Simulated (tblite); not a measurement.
Compound: C4H5N2OP.
SMILES with atom numbers: `[CH3:1][C:2](=[O:3])[c:4]1[nH:5][n:6][cH:7][p:8]1` (hydrogens: H9, H10, H11 on C1; H12 on N5; H13 on C7)

Computed with GFN2-xTB (tblite), gas phase: nudged elastic band of 9 images (0 to 8), spring 0.2 eV/Å², climbing image at the end, force threshold 0.05 eV/Å. No saddle search or frequency run followed, so the top image need not be a first-order saddle, and its height can exceed the method's true barrier by a kcal/mol or more.

The band describes a rotation about C4–C2 (substituted aromatic carbon, ketone carbonyl carbon), followed by the dihedral N5–C4–C2–C1, from the optimised start (180°) to a second optimised geometry at 0°.

**Question.** Give the energy profile along the converged band.

**Answer.** 
```csv
image,dihedral (°),E (kJ/mol),C4–C2 (Å),N5···C1 (Å),largest true force (eV/Å)
0,180,0.00,1.462,3.75,0.01
1,-159,4.14,1.465,3.72,0.08
2,-137,15.27,1.473,3.63,0.10
3,-114,28.57,1.484,3.49,0.08
4,-89,35.77,1.489,3.30,0.03
5,-64,32.62,1.481,3.11,0.08
6,-40,25.05,1.469,2.97,0.08
7,-19,18.14,1.461,2.88,0.05
8,0,14.44,1.456,2.92,0.01
```

Barriers of this band. The top is image 4 at -89°: 35.77 kJ/mol forward and 21.33 kJ/mol back; the end lies 14.44 kJ/mol above the start. The central bond is 0.027 Å longer at the top than at the start.

**Question.** What rate follows at 298 K for crossing this barrier forward?

**Answer.** Taking the electronic barrier for the free energy of activation (no zero-point or entropy terms, transmission 1), rate = (kT/h)·exp(−ΔE/kT) ≈ 3 × 10^6 s⁻¹, whose inverse is 3 × 10^-7 s. An error of 1 kcal/mol in the barrier changes this by a factor of 5, and the method and the loose band can each miss by that much or more.

**Question.** How would the two end points share their population at 298 K, from these energies alone?

**Answer.** exp(−ΔE/kT) with ΔE = 0.150 eV gives 0.0029 for the higher one (end) against 1 for the lower, without vibrational, rotational or degeneracy terms.

**Question.** How long is the path, and how are the images spaced?

**Answer.** Cartesian distances between aligned neighbours (all atoms, Å): 0.78, 0.78, 0.80, 0.81, 0.83, 0.85, 0.87, 0.86; the sum is 6.58 Å, and the top lies 48 % of the way along.

The cost below is that of the whole band run. Hardware: one thread of an Arm Neoverse V2, shared host with 32 logical CPUs at a one-minute load of 28. Cost: 2.2 s wall, 0.18 GiB resident at most.
